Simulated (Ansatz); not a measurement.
One change: `O=C[O][SnH3]` becomes `O=COCO`.

Ansatz, PBE0-D4/def2-TZVP geometries, multiplicity 1. Each molecule was computed in one conformer, which needn't be the lowest.

Elements past krypton have def2 core potentials.

| property | `O=C[O][SnH3]` |
| --- | --- |
| HOMO energy (B3LYP/def2-TZVPP) / eV | -8.09 |
| HOMO energy (PBE0/def2-TZVPP) / eV | -8.33 |
| HOMO–LUMO gap (PBE/def2-TZVPP) / eV | 5.30 |
| HOMO–LUMO gap (PBE0/def2-TZVPP) / eV | 7.68 |
| HOMO–LUMO gap (B3LYP/def2-TZVPP) / eV | 7.18 |
| size of the dipole moment (B3LYP/def2-TZVPP) / D | 1.51 |

Give the same properties after the change, and the shifts. (Estimate.)

Ansatz gave: 
```json
{"property": "HOMO energy (B3LYP/def2-TZVPP) / eV", "`O=COCO`": "-8.30", "shift": "-0.21"}
{"property": "HOMO energy (PBE0/def2-TZVPP) / eV", "`O=COCO`": "-8.55", "shift": "-0.22"}
{"property": "HOMO–LUMO gap (PBE/def2-TZVPP) / eV", "`O=COCO`": "5.38", "shift": "0.08"}
{"property": "HOMO–LUMO gap (PBE0/def2-TZVPP) / eV", "`O=COCO`": "8.22", "shift": "0.54"}
{"property": "HOMO–LUMO gap (B3LYP/def2-TZVPP) / eV", "`O=COCO`": "7.66", "shift": "0.48"}
{"property": "size of the dipole moment (B3LYP/def2-TZVPP) / D", "`O=COCO`": "1.38", "shift": "-0.13"}
```

With PBE0 the HOMO falls by 0.22 eV and the LUMO rises by 0.32 eV, so the gap widens by about 0.54 eV. PBE moves the HOMO by -0.13 eV and ωB97M-V by -0.26 eV. The zero-point energy changes by 63.3 kJ/mol with +3 modes. Dipoles are sizes alone; their direction can turn.

B3LYP here is the variant with VWN-RPA as its local correlation; programs differ in this.
